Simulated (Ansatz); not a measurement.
C$_{2}$H$_{6}$B$_{2}$ (`BBC=C`) at its PBE0-D4/def2-TZVP geometry, where that method's forces vanish. Charge 0, multiplicity 1.

```tsv
atom	x (Å)	y (Å)	z (Å)
B1	1.4366	0.2857	1.5012
B2	0.0560	0.0710	0.6394
C3	-0.1228	-0.1009	-0.8845
C4	-1.3362	-0.2690	-1.4227
H5	2.0516	-0.6354	1.9668
H6	1.8670	1.3765	1.7623
H7	-0.9635	0.0433	1.2893
H8	0.7280	-0.0909	-1.5638
H9	-2.2234	-0.2874	-0.7965
H10	-1.4932	-0.3927	-2.4915
```

**Question.** For each bond, give half the difference of the two atoms' forces along it (eV/Å; positive pushes the atoms apart) under PBE-D4, r2SCAN-D4, B3LYP-D4, ωB97M-V in def2-TZVPP. (Best estimate.)

**Answer.** Computed: 
```
  bond  length (Å)  PBE-D4  r2SCAN-D4  B3LYP-D4  ωB97M-V
 B1–B2       1.642   -0.32      -0.15      0.03     0.15
 B1–H5       1.201    0.15       0.01     -0.08    -0.14
 B1–H6       1.201    0.15       0.01     -0.08    -0.14
 B2–C3       1.544   -0.08       0.02      0.04     0.11
 B2–H7       1.209    0.18       0.02     -0.10    -0.18
 C3–C4       1.338    0.38       0.18      0.14    -0.02
 C3–H8       1.089    0.09      -0.02     -0.07    -0.09
 C4–H9       1.086    0.04      -0.05     -0.08    -0.05
C4–H10       1.087    0.01      -0.07     -0.10    -0.05
```

B3LYP here is the variant with VWN-RPA as its local correlation; programs differ in this.
